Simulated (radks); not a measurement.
Problem. Successive ionisation energies (eV) of one element, from differences of total energies of ions in their ground configurations, starting at charge 26: 939.83, 983.94, 1028.5, 1073.5, 1118.8, 1318.2, 1363.6, 1408.7, 1467.4, 1514.2, 1560.5, 1729.7. All-electron calculation, scalar-relativistic Kohn-Sham, PBE, spin-polarised, spherical densities, point nucleus; open shells are filled with parallel spins first (spin-orbit coupling, left out, can overturn this in heavy ions). Program: a radial shooting solver on a logarithmic mesh with Libxc functionals. Which element is it?

Solution. Holmium (Z = 67). The first species listed is Ho26+ in [Kr] 4d5, the last Ho37+ in [Ar] 3d10 4s2.
